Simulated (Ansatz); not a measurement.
**Ligand exchange: InH2Cl + NaI → InH2I + NaCl**

Species: InH2Cl `[Cl][InH2]`, singlet; NaI (Sodium Iodide), singlet; InH2I `[InH2][I]`, singlet; NaCl, singlet. The partners trade Cl for I: In–Cl and Na–I bonds give way to In–I and Na–Cl.

Shapes, held fixed at every level: PBE0-D4/def2-TZVP. Programs: Ansatz 0.2.0. The zero-point and thermal change to 298 K, harmonic and unscaled (PBE0-D4/def2-TZVP), is -0.4 kJ/mol.

```
                level                    kind  ΔH(298 K) (kJ/mol)  less CCSD(T)/def2-TZVPP  CPU time (sum over the molecules)
          HF/def2-SVP            Hartree–Fock               +16.6                     +8.7                                  –
        HF/def2-TZVPP            Hartree–Fock               +16.3                     +8.4                                  –
    PBE-D4/def2-TZVPP                     GGA                +5.3                     -2.6                                8 s
  BHLYP-D4/def2-TZVPP           global hybrid                +8.1                     +0.2                               10 s
r2SCAN0-D4/def2-TZVPP           global hybrid                +8.3                     +0.4                               16 s
   wB97M-V/def2-TZVPP  range-separated hybrid                +9.1                     +1.2                               33 s
     CCSD(T)/def2-SVP   coupled cluster or CI               +14.5                     +6.6                              6.2 s
   CCSD(T)/def2-TZVPP   coupled cluster or CI                +7.9                      0.0                               32 s
```

The highest level, CCSD(T)/def2-TZVPP, gives ΔH(298 K) = +7.9 kJ/mol; the levels span +5.3 to +16.6. The column of differences is taken from that level and isn't an error. No measured value is set beside it here. For atoms past krypton def2 sets carry core potentials with scalar relativity. Outer-core shells of I, In, Na are correlated, in sets that cover them unevenly. Times are processor times on shared x86 and Arm servers, and rough.
